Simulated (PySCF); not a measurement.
C₂H₁₁NSi₂.
Bonds: C1–N2, N2–Si3, Si3–C4, C4–Si5. Hydrogens: H6, H7, H8 on C1; H9 on N2; H10, H11 on Si3; H12, H13 on C4; H14, H15, H16 on Si5.

Torsions of this conformer, `[CH3:1][NH:2][SiH2:3][CH2:4][SiH3:5]`: C1–N2–Si3–C4 -64°, N2–Si3–C4–Si5 -42°.

The closed-shell ground state was solved at several levels (PySCF, density fitting, gas phase, non-relativistic). Geometry: PBE0-D3(BJ)/def2-SVP, one conformer, isolated molecule.

| level | basis functions | total energy (Eh) | HOMO (eV) | LUMO (eV) | gap (eV) | dipole (D) |
| --- | --- | --- | --- | --- | --- | --- |
| PBE0/pcSseg-1 | 154 | -716.1344 | -6.73 | 0.78 | 7.51 | 1.10 |
| KT2/pcSseg-2 | 348 | -724.0197 | -5.55 | -0.56 | 4.99 | 0.99 |

Question: What might CAM-B3LYP/def2-SVPD (196 basis functions) give for the same quantities?

Answer: Total energy -716.2465 Eh, HOMO -8.15 eV, LUMO 1.07 eV, gap 9.22 eV, dipole 1.00 D.

Question: Over all these levels, which gives the widest orbital gap and which the narrowest?

Answer: CAM-B3LYP/def2-SVPD (range-separated hybrid) has the widest, 9.22 eV, and KT2/pcSseg-2 (GGA) the narrowest, 4.99 eV. Functional and basis both differ between the two, so the spread mixes both effects.

Question: How far do the dipole and the HOMO energy spread over the levels?

Answer: The dipole runs from 0.99 to 1.10 D (mean 1.03 D) and the HOMO from -8.15 to -5.55 eV.
